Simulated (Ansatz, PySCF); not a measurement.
CHCl$_{3}$, triplet, at the geometry of the source list (a higher spin typed on purpose: for a closed-shell molecule this is an excited state). Base run: MP2/STO-3G (PySCF).

The PySCF input:
```python
from pyscf import gto, scf, mp

mol = gto.M(
    atom='''
Cl   -0.80000000    1.48110000   -0.43510000
C     0.00290000    0.00110000    0.11580000
Cl   -0.90250000   -1.42970000   -0.40560000
Cl    1.66890000   -0.06370000   -0.48340000
H     0.03060000    0.01120000    1.20840000
''',
    basis='sto-3g',
    spin=2,
    verbose=4,
)

mf = scf.UHF(mol)
mf.kernel()

pt = mp.MP2(mf)
pt.kernel()
print('E(MP2) = %.10f' % pt.e_tot)
```

The same geometry, method and basis name were run in Ansatz (an electronic-structure program) and PySCF, at each program's defaults and at the settings that a row names. The base is PySCF at its defaults. Differences at the defaults can come from grids, fitting, cores and function types together. The rows with settings made alike still differ; the cause (another SCF solution, basis table, core potential or functional code) wasn't traced.

| code and settings | ΔE vs base (mEh) | basis functions | E (Eh) | SCF cycles | SCF-reference dipole (D) |
|---|---|---|---|---|---|
| PySCF, defaults (exact integrals, spherical functions, all electrons correlated) | 0.000 | 33 | -1401.43514 | 14 | 2.33 |
| Ansatz, defaults (factorised integrals, spherical functions, frozen core) | -41.387 | 33 | -1401.47652 | - | - |
| PySCF, frozen core | 0.593 | 33 | -1401.43454 | 14 | 2.33 |
| Ansatz, high accuracy, frozen core | -41.400 | 33 | -1401.47654 | - | - |

Open shells are given as the SCF converged; they aren't shown to be the lowest states, and a large step between rows can be another state.
